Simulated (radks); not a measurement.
Values are calculated unless marked as measured or tabulated.
Ionisation of the rhenium ion Re+, [Xe] 4f14 5d5 6s1, to Re2+, [Xe] 4f14 5d5, under several functionals. Scalar-relativistic Kohn-Sham, spin-polarised, spherical densities, point nucleus; open shells are filled with parallel spins first (spin-orbit coupling, left out, can overturn this in heavy ions); a radial shooting solver on a logarithmic mesh with Libxc functionals. Known Delta-SCF values: LDA (Slater exchange, Perdew-Zunger correlation) 17.477 eV; exchange-only B88 16.870 eV. What does SOGGA give, and what is its highest occupied eigenvalue?

Answer. 17.168 eV by Delta-SCF; the 6s eigenvalue is -13.552 eV. NIST: 16.6 eV (semi-empirical).
